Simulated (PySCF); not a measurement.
**wB97X-V on Ti⁻ (titanium, charge -1)**

Configuration: [Ar] 3d3 4s2, high-spin 4F determinant. Computed with PySCF 2.14 in aug-cc-pwCVTZ (10s9p7d4f3g, 127 functions), with the non-relativistic Hamiltonian (point nucleus).

* Total energy: -849.244 hartree
* One-electron energy: -1169.900 hartree
* Hartree (Coulomb) energy: 362.769 hartree
* Exchange-correlation energy: -42.113 hartree
* Kinetic energy: 848.11131 hartree
* ⟨S²⟩: 3.7712
* ⟨L²⟩: 12.008
* Sum of ⟨r⟩: 26.66 bohr
* Sum of ⟨r²⟩: 86.49 bohr²
* Density at the nucleus (Gaussians lack the cusp): 7080 bohr⁻³
* Spin density at the nucleus: 0.301 bohr⁻³
* Langevin diamagnetic susceptibility: -68.5 ×10⁻⁶ cm³/mol
* Time after the integrals: of the order of 16 core-seconds

```csv
shell,electrons,mean orbital energy (hartree),"rms radius, mean of both spins (bohr)"
1s β,1,-178.49637,0.0812
1s α,1,-178.49586,0.0812
2s α,1,-19.63732,0.355
2s β,1,-19.61260,0.355
2p α,3,-16.34485,0.322
2p β,3,-16.32476,0.322
3s α,1,-2.21870,1.10
3s β,1,-2.13592,1.10
3p α,3,-1.33548,1.20
3p β,3,-1.24169,1.20
4s α,1,-0.04458,5.41
3d α,3,-0.04381,2.30
4s β,1,-0.02327,5.41
```
